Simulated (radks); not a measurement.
Q: All-electron atom: Ir I in [Xe] 4f14 5d7 6s2. Calculated with a radial shooting solver on a logarithmic mesh with Libxc functionals: Dirac Kohn-Sham, LDA (Slater exchange, Perdew-Wang correlation), spin-unpolarised, spherical densities, point nucleus; open shells fill j = l - 1/2 first. Some entries of the table are withheld. Estimate them.

| orbital | occ. | eigenvalue (hartree) | r(max) (bohr) |
|---|---|---|---|
| 1s1/2 | 2 | -2791.431 | (1) |
| 2s1/2 | 2 | -487.9867 | (2) |
| 2p1/2 | 2 | -467.5566 | 0.04621 |
| 2p3/2 | 4 | -407.8006 | 0.05337 |
| 3s1/2 | 2 | -114.1021 | 0.1760 |
| 3p1/2 | 2 | -104.9379 | 0.1644 |
| 3p3/2 | 4 | -91.85685 | 0.1791 |
| 3d3/2 | 4 | -76.51715 | (3) |
| 3d5/2 | 6 | -73.68841 | (4) |
| 4s1/2 | 2 | -24.30613 | 0.3978 |
| 4p1/2 | 2 | (5) | 0.3965 |
| 4p3/2 | 4 | (6) | 0.4270 |
| 4d3/2 | 4 | (7) | 0.4211 |
| 4d5/2 | 6 | (8) | 0.4306 |
| 5s1/2 | 2 | -3.59377 | 0.8907 |
| 5p1/2 | 2 | -2.37584 | 0.9457 |
| 4f5/2 | 6 | -2.34418 | 0.3920 |
| 4f7/2 | 8 | -2.22941 | 0.3967 |
| 5p3/2 | 4 | -1.87159 | 1.028 |
| 5d3/2 | 4 | -0.29285 | 1.280 |
| 5d5/2 | 3 | -0.24782 | 1.323 |
| 6s1/2 | 2 | -0.24059 | 2.398 |

A: 
(1) 1s1/2 r(max) (bohr): 0.01082
(2) 2s1/2 r(max) (bohr): 0.06253
(3) 3d3/2 r(max) (bohr): 0.1397
(4) 3d5/2 r(max) (bohr): 0.1437
(5) 4p1/2 eigenvalue (hartree): -20.44198
(6) 4p3/2 eigenvalue (hartree): -17.33897
(7) 4d3/2 eigenvalue (hartree): -10.99648
(8) 4d5/2 eigenvalue (hartree): -10.42054
